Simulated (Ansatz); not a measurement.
# Telling isomers of ClH5O2SbSi+ apart by their spectra

These gas-phase data were calculated for one isomer of ClH5O2SbSi+ at BLYP-D3(BJ)/def2-SVP (harmonic, unscaled wavenumbers; equilibrium rotational constants with average atomic masses):

| Item | Value |
| --- | --- |
| rotational constants | 3.382, 0.9357, 0.7486 GHz |
| all wavenumbers above 1500 cm⁻¹ | 3708, 3611, 2270, 2239, 1858 |

Candidates:

(1) `O[Si@H](Cl)[OH+][SbH2]`, a singlet
(2) `O[SiH2][OH+][SbH][Cl]`, a singlet

Q: Assign the data to one candidate and say why.

A: Candidate (2). 2 modes lie between 2000 and 2380 cm⁻¹, one for each Si–H bond, while (1) has 1.

The same quantities for all candidates:

```tsv
	rotational constants (GHz)	wavenumbers above 1500 cm⁻¹	E above the lowest, BLYP-D3(BJ)/def2-SVP (kcal/mol)
(1)	3.005, 0.7519, 0.6336	3716, 3599, 2282, 1885, 1873	0.0
(2)	3.382, 0.9357, 0.7486	3708, 3611, 2270, 2239, 1858	3.4
```

Each candidate is one conformer. Atoms past krypton carry core potentials. Programs: Ansatz 0.2.0.
